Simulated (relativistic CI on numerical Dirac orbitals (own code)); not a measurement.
**How well does a small relativistic CI reproduce Sn+?**

Method of calculation: Dirac-Coulomb-Breit CI, orbitals from a KLI potential per configuration, model QED (radiative potential, 1s self-energy scaled to tabulated hydrogen-like ionisation energies), valence Slater integrals scaled by 0.85, P86 correlation estimate, and configurations built on the next ion tied to the tabulated ionisation energy (semi-empirical) (own radial code, finite nucleus).

Configuration list (outside the closed core [Kr] 4d10): 5s2 5p, 5s 5p2, 5s2 6s, 5s2 5d, 5s2 6p, 5s2 4f, 5s2 6d, 5s2 7s, 5s2 5f, 5s2 6f, 5p3, 5s 5p 5d, 5s2 7p, 5s2 7d, 5s2 5g, 5s2 7f, 5s 5p 6s, 5p 5d2. Levels of other configurations are missing.

| Configuration | Term (tabulated) | J | Measured (cm⁻¹) | Computed | Error | Purity (%) |
| --- | --- | --- | --- | --- | --- | --- |
| 5s2 5p | 2P° | 1/2 | 0.0 | 0 | 0 | 97 |
| 5s2 5p | 2P° | 3/2 | 4251.5 | 3961 | -290 | 97 |
| 5s 5p2 | 4P | 1/2 | 46464.3 | 42663 | -3801 | 99 |
| 5s 5p2 | 4P | 3/2 | 48368.2 | 44405 | -3963 | 100 |
| 5s 5p2 | 4P | 5/2 | 50730.3 | 46779 | -3951 | 98 |
| 5s2 6s | 2S | 1/2 | 56886.4 | 57775 | 889 | 100 |
| 5s 5p2 | 2D | 3/2 | 58844.2 | 57962 | -882 | 55 |
| 5s2 5d | 2D | 3/2 | 71406.1 | 73673 | 2267 | 56 |
| 5s2 6p | 2P° | 1/2 | 71494.3 | 71378 | -116 | 99 |
| 5s2 6p | 2P° | 3/2 | 72377.4 | 72236 | -141 | 99 |
| 5s2 4f | 2F° | 7/2 | 89288.2 | 89827 | 539 | 99 |
| 5s2 4f | 2F° | 5/2 | 89294.1 | 89836 | 542 | 99 |
| 5s2 6d | 2D | 3/2 | 90241.6 | 91256 | 1015 | 93 |
| 5s2 6d | 2D | 5/2 | 90351.9 | 91345 | 993 | 95 |

Measured levels from NIST Handbook of Basic Atomic Spectroscopic Data (Sansonetti and Martin, J. Phys. Chem. Ref. Data 34, 1559 (2005)); pairs were made by configuration, J and term (by order where the table uses no LS term), so strongly mixed levels may be paired wrongly.

Mean error by configuration (cm⁻¹): 5s2 5p -290; 5s 5p2 -3149; 5s2 6s 889; 5s2 5d 2267; 5s2 6p -129; 5s2 4f 540; 5s2 6d 1004. Over the excited levels the mean absolute error is 1491 cm⁻¹ (13 of the 15 excited levels that our extract of the source holds in range could be paired, and the others can miss by more), and the median relative error of those above 1,000 cm⁻¹ is 1.5 %.

Transition probabilities of persistent lines. The last column rescales the computed rate by the cube of measured over computed energy:

```csv
λ measured (Å),Lower,Upper,A tabulated (s⁻¹),A computed,A rescaled
1400.44 vacuum,5s2 5p 2P°_1/2,5s2 5d 2D_3/2,1.75e+09,2.39e+09,2.18e+09
1899.88 vacuum,5s2 5p 2P°_3/2,5s2 6s 2S_1/2,5.90e+08,5.83e+08,5.46e+08
2368.23 air,5s2 5p 2P°_3/2,5s 5p2 4P_1/2,4.40e+05,9.10e+05,1.18e+06
3283.14 air,5s 5p2 2D_3/2,5s2 4f 2F°_5/2,1.00e+08,1.89e+08,1.64e+08
5561.91 air,5s2 6p 2P°_3/2,5s2 6d 2D_5/2,1.20e+08,1.12e+08,9.34e+07
5588.81 air,5s2 5d 2D_3/2,5s2 4f 2F°_5/2,8.50e+07,8.22e+07,1.11e+08
6453.54 air,5s2 6s 2S_1/2,5s2 6p 2P°_3/2,1.20e+08,6.53e+07,8.02e+07
```
